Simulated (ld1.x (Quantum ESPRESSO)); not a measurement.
u(r) = r·R(r): atom against pseudo-atom (Sc (Z = 21))

Columns: radius, all-electron u(r) and pseudo u(r) of the 3d shell (level -3.25 eV) of scandium in the configuration [Ar] 3d1 4s2 4p0; PBEsol, scalar-relativistic, PAW scheme, ld1.x (Quantum ESPRESSO) 7.5.

```tsv
r (bohr)	all-electron	pseudo
0.178	0.0867	0.0015
0.355	0.2956	0.0117
0.533	0.4880	0.0374
0.710	0.6181	0.0816
0.888	0.6878	0.1436
1.065	0.7107	0.2179
1.243	0.7035	0.2971
1.420	0.6781	0.3712
1.598	0.6428	0.4324
1.775	0.6033	0.4738
1.953	0.5624	0.4935
2.130	0.5227	0.4924
2.308	0.4847	0.4750
2.485	0.4496	0.4478
2.662	0.4169	0.4168
2.840	0.3863	0.3863
3.018	0.3579	0.3579
3.195	0.3315	0.3315
3.373	0.3067	0.3067
3.550	0.2837	0.2837
3.728	0.2622	0.2622
3.905	0.2421	0.2421
4.083	0.2233	0.2233
4.260	0.2059	0.2059
4.438	0.1895	0.1895
4.615	0.1744	0.1744
```

How many radial nodes do the two functions have?

The all-electron 3d function has n − l − 1 = 0; the pseudo-wave has 0.

At about which radius was the pseudo-wave matched?

2.85 bohr. The columns agree to 0.0005 from 2.66 bohr on; several derivatives are matched, so the curves merge somewhat inside the radius.

Is the pseudo-wave norm-conserving?

No, it belongs to a PAW set: the norm inside the radius is not constrained, and the difference is carried by the augmentation charge.
